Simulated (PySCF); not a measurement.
# [Eu(SH)4]− at several levels of theory

Computed with PySCF 2.14.0 (density fitting, no spin-orbit coupling) at the geometry relaxed with B3LYP:

```xyz
9
[Eu(SH)4]− (singlet in the valence; each metal's 4f electrons, 6 of them, lie in its core potential, out of spins and levels)
Eu    0.0000    0.0000   -0.0001
S     1.4865    1.6229    1.5824
H     1.8871    0.5415    2.3010
S    -1.4865   -1.6229    1.5824
H    -1.8871   -0.5415    2.3010
S     1.6228   -1.4865   -1.5826
H     0.5413   -1.8874   -2.3008
S    -1.6228    1.4865   -1.5826
H    -0.5413    1.8874   -2.3008
```

```
 level                                                 basis    state  HOMO (eV)  gap (eV)  charge on Eu1 (e)  population of f-type functions on Eu1 (polarisation alone where 4f lies in the core)  dipole about the centre of mass (D)  largest force component (eV/Å)
 B3LYP     Eu lcecp-1-SVP with ECP52, S def2-SVP, H def2-SVP  singlet      -2.73      5.44               0.53                                                                                  0.04                                 0.00                            0.02
   PBE                                              the same  singlet      -1.83      4.13               0.42                                                                                  0.04                                 0.00                            0.17
r2SCAN                                              the same  singlet      -2.19      4.72               0.62                                                                                  0.04                                 0.00                            0.12
 M06-L                                              the same  singlet      -2.10      4.73               0.85                                                                                  0.03                                 0.00                            0.24
 B3LYP  Eu lcecp-1-TZVP with ECP52, S def2-TZVP, H def2-TZVP  singlet      -3.03      5.56               1.17                                                                                  0.04                                 0.00                            0.23
```

In the lcecp rows the 4f levels are missing from HOMO and gap, and the state counts the valence alone.

Charges are Mulliken's, which hang on the basis. The relaxation used the grid (50, 194), these runs (75, 302) or, all-electron (x2c bases, spin-free X2C Hamiltonian), (99, 590).

What does BLYP with Eu lcecp-1-SVP with ECP52, S def2-SVP, H def2-SVP give here?

state singlet, HOMO (eV) -1.57, gap (eV) 3.98, charge on Eu1 (e) 0.37, population of f-type functions on Eu1 (polarisation alone where 4f lies in the core) 0.03, dipole about the centre of mass (D) 0.00, largest force component (eV/Å) 0.26. Time: 10 s on 2 threads of Intel(R) Xeon(R) Platinum 8375C CPU @ 2.90GHz (Ice Lake) (shared host), from an already converged density.

In the first row's basis the gap widens with exact exchange: 4.0 to 4.7 eV for BLYP, PBE, r2SCAN, M06-L (none); 5.4 eV for B3LYP (a fixed share).

An lcecp potential fixes the number of 4f electrons, so in runs with it no electron can move into or out of that shell.
